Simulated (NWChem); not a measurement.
System: C2H4Si; SMILES C#C[SiH3]

NWChem input:

```
start job
memory heap 200 mb stack 900 mb global 1100 mb
geometry units angstroms noautoz
  Si     0.000000     0.000000    -1.054181
  C      0.000000     0.000000     0.780143
  C      0.000000     0.000000     1.996835
  H     -1.146351    -0.813918    -1.552392
  H     -0.131698     1.399729    -1.552392
  H      1.278050    -0.585810    -1.552392
  H      0.000000     0.000000     3.072720
end
basis spherical
  Si library def2-svp
  C library def2-svp
  H library def2-svp
end
dft
  xc xcamb88 1.00 lyp 0.81 vwn_5 0.19 hfexch 1.00
  cam 0.33 cam_alpha 0.19 cam_beta 0.46
  iterations 150
  mulliken
end
task dft energy
```

NWChem printed, in part:

```
             Northwest Computational Chemistry Package (NWChem) 7.3.0
             --------------------------------------------------------

 C3V symmetry detected

                             Geometry "geometry" -> ""
                             -------------------------

 Output coordinates in angstroms (scale by  1.889725989 to convert to a.u.)

  No.       Tag          Charge          X              Y              Z
 ---- ---------------- ---------- -------------- -------------- --------------
    1 Si                  14.0000     0.00000000     0.00000000    -1.06481027
    2 C                    6.0000     0.00000000     0.00000000     0.76951373
    3 C                    6.0000     0.00000000     0.00000000     1.98620573
    4 H                    1.0000     0.99412893     0.99412893    -1.56302127
    5 H                    1.0000     0.36387644    -1.35800537    -1.56302127
    6 H                    1.0000    -1.35800537     0.36387644    -1.56302127
    7 H                    1.0000    -0.00000000    -0.00000000     3.06209073

 Effective nuclear repulsion energy (a.u.)      82.4643342014

      Symmetry information
      --------------------

 Group name             C3v
 Group number             17
 Group order               6
 No. of unique centers     5

                                 NWChem DFT Module
                                 -----------------

 Summary of "ao basis" -> "ao basis" (spherical)
 ------------------------------------------------------------------------------
       Tag                 Description            Shells   Functions and Types
 ---------------- ------------------------------  ------  ---------------------
 Si                         def2-svp                 8       18   4s3p1d
 C                          def2-svp                 6       14   3s2p1d
 H                          def2-svp                 3        5   2s1p

      Symmetry analysis of basis
      --------------------------

        a1         27
        a2          1
        e          38

  Rotation of axis

            General Information
            -------------------
          SCF calculation type: DFT
          Wavefunction type:  closed shell.
          No. of atoms     :     7
          No. of electrons :    30
           Alpha electrons :    15
            Beta electrons :    15
          Charge           :     0
          Spin multiplicity:     1
          Use of symmetry is: on ; symmetry adaption is: on
          Maximum number of iterations: 150
          AO basis - number of functions:    66
                     number of shells:    32
          Convergence on energy requested:  1.00D-06
          Convergence on density requested:  1.00D-05
          Convergence on gradient requested:  5.00D-04

              XC Information
              --------------
                     Hartree-Fock (Exact) Exchange  1.000
                   CAM-Becke88 Exchange Functional  1.000
                      VWN V Correlation Functional  0.190 local
              Lee-Yang-Parr Correlation Functional  0.810

           Range-Separation Parameters
           ---------------------------
           Alpha           :  0.19
           Beta            :  0.46
           Gamma           :  0.33
           Short-Range HF  :     F

             Grid Information
             ----------------
          Grid used for XC integration:  medium
          Radial quadrature: Mura-Knowles
          Angular quadrature: Lebedev.
          Tag              B.-S. Rad. Rad. Pts. Rad. Cut. Ang. Pts.
          ---              ---------- --------- --------- ---------
          Si                  1.10       88          11.0       590
          C                   0.70       49          10.0       434
          H                   0.35       45          12.0       434
          Grid pruning is: on
          Number of quadrature shells:   276
          Spatial weights used:  Erf1

      Superposition of Atomic Density Guess
      -------------------------------------

 Sum of atomic energies:        -365.98528143

      Non-variational initial energy
      ------------------------------

 Total energy =    -367.194039
 1-e energy   =    -666.350876
 2-e energy   =     216.692503
 HOMO         =      -0.349685
 LUMO         =       0.020650

      Symmetry analysis of molecular orbitals - initial
      -------------------------------------------------

  Numbering of irreducible representations:

     1 a1          2 a2          3 e

  Orbital symmetries:

     1 a1          2 a1          3 a1          4 a1          5 a1
     6 e           7 e           8 a1          9 a1         10 a1
    11 a1         12 e          13 e          14 e          15 e
    16 e          17 e          18 a1         19 a1         20 e
    21 e          22 a1         23 a1         24 a1         25 e

     ---------------------------------------------
      Total Density - Mulliken Population Analysis
     ---------------------------------------------

    Atom       Charge   Shell Charges
 -----------   ------   -------------------------------------------------------
    1 Si  14    13.51   2.00  1.99  0.99  0.28  5.94  1.12  1.06  0.14
    2 C    6     6.22   1.99  1.01  0.31  1.96  0.91  0.03
    3 C    6     6.20   1.99  0.98  0.57  1.88  0.75  0.03
    4 H    1     1.06   0.69  0.36  0.01
    5 H    1     1.06   0.69  0.36  0.01
    6 H    1     1.06   0.69  0.36  0.01
    7 H    1     0.88   0.63  0.22  0.03

[...]
```

Level: CAM-B3LYP/def2-SVP. All runs use the structure optimised with PBE0/def2-SVP.
